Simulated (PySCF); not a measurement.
## Excitation energy of S²⁺ by level of theory

S²⁺ [Ne] 3s2 3p2 (3P) → S²⁺ [Ne] 3s1 3p3 (5S), as a difference of total energies. All numbers are calculated (PySCF 2.14, the spin-free X2C one-electron Hamiltonian (Gaussian nucleus), in x2c-TZVPPall (5s5p3d1f, 42 functions)). Correlated levels: valence: [Ne] frozen; valence and next inner shell: 1s2 frozen. The calculations carry no spin-orbit coupling.

```csv
method,excitation energy (eV)
UHF,5.399
LDA,7.474
PBE,7.366
PBE0,7.118
r2SCAN,6.370
revPBE,7.247
B97-3,7.614
r2SCANh,6.400
ROHF,5.255
MP2 (valence),6.552
SCS-MP2 (valence),7.101
MP2 (valence and next inner shell),6.749
SCS-MP2 (valence and next inner shell),7.248
```

Problem. How much does correlation contribute at MP2 (valence and next inner shell)?

Solution. 6.749 − (5.399) = 1.350 eV, measured against UHF.

A first-order spin-orbit estimate (lowest level to lowest level, LS coupling) adds 0.064 eV.
